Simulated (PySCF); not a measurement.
C₄H₅ClOSi.
SMILES: `O=CC1=C[SiH2][C@H]1Cl`

Computed with TDDFT wB97X-D/def2-SVPD, vertical, gas phase, core orbitals frozen in the response (PySCF 2.14.0, density-fitted response routines). Isolated species at its GFN2-xTB geometry (one conformer only). Torsions of this conformer, `[O:1]=[CH:2][C:3]1=[CH:4][SiH2:5][C@H:6]1[Cl:7]`: O1–C2–C3–C4 170°.

```tsv
state	E (eV)	E (hartree)	f	main configurations (H = HOMO, L = LUMO)
S1	3.53	0.1298	0.0010	H→L (70%), H-1→L (20%)
S2	4.91	0.1803	0.0027	H-1→L (69%), H→L (24%)
S3	5.51	0.2025	0.015	H-2→L (54%), H-3→L (29%)
S4	5.85	0.2148	0.270	H-3→L (54%), H-2→L (37%)
S5	6.24	0.2294	0.0012	H-4→L (53%), H→L+2 (15%)
S6	6.49	0.2385	0.033	H→L+2 (29%), H→L+1 (25%), H-4→L (16%)
S7	6.79	0.2495	0.034	H→L+1 (42%), H→L+2 (26%)
S8	6.97	0.2562	0.014	H-1→L+2 (31%), H-1→L+1 (17%), H-2→L+2 (10%)
```

Triplets (Tamm–Dancoff): T1 3.04 eV, H→L (63%), H-1→L (23%); T2 3.64 eV, H-2→L (58%), H-3→L (31%); T3 4.78 eV, H-1→L (62%), H→L (24%).

The lowest singlet comes at 351 nm (341 kJ/mol) in the ultraviolet; it is very weak; its leading configuration is HOMO→LUMO (70%). The strongest level in the table is S4 at 5.85 eV (212 nm, f = 0.270). Löwdin shares by element: HOMO oxygen 30%, chlorine 25%, carbon 21% or more (atoms not listed hold the other 24%); LUMO carbon 64% or more, oxygen 21%. Of the 8 states listed, 5 reach f = 0.01 and none stays under 0.0005. Orbital energies (eV): HOMO-3 -10.61, HOMO-2 -10.33, HOMO-1 -10.01, HOMO -9.50, LUMO -0.67, LUMO+1 1.19, LUMO+2 1.72. The listed states span 3.44 eV, and the widest gap between neighbours is 1.37 eV (S1 to S2). No computed singlet lies in the visible range (380 to 750 nm); the lowest, at 351 nm, stands 0.27 eV above its violet end (3.26 eV); a Tamm–Dancoff triplet lies at 408 nm, without intensity as long as spin–orbit coupling is left out. Only the lowest 8 singlets were computed, as vertical energies without vibronic structure.
